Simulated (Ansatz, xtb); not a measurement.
# CH7NOSSi2: 3 structures ranked

3 gas-phase structures of CH7NOSSi2, from a drawn sample of its isomers (lower ones may exist). Each was relaxed with GFN2-xTB; where two conformers were screened, the lower at r2SCAN-D4/def2-SVP is listed:

A. `O=C[SiH2]N[SiH2]S`, a singlet
B. `O=CN([SiH3])[SiH2]S`, a singlet
C. `O=C[Si@@H](S)N[SiH3]`, a singlet

Problem. Estimate their order in r2SCAN-D4/def2-SVP energy at these geometries, lowest first.

Solution. Calculated order at r2SCAN-D4/def2-SVP: B (0.0), C (15.8), A (18.0) kcal/mol.

Energies above the lowest of each column, in kcal/mol; the last columns are at PBE-D3(BJ)/def2-SVP geometries:

```tsv
structure	GFN2-xTB	HF/STO-3G	r2SCAN-D4/def2-SVP	PBE-D3(BJ)/def2-SVP	CCSD(T)/def2-SVP + ΔMP2/def2-TZVPP
B	0.0	0.0	0.0	0.0	0.0
C	37.8	11.5	15.8	16.0	11.9
A	34.1	15.9	18.0	17.7	12.9
```

Every level run on B puts it lowest or level with the lowest. Flexible structures stand in one conformer each, not always the lowest. The ΔMP2 step shifts differences by up to 4.3 kcal/mol, which makes them less sure. ΔMP2 is the change of the MP2 energy from the smaller to the larger basis.

Programs: Ansatz 0.2.0, xtb 6.7.1.
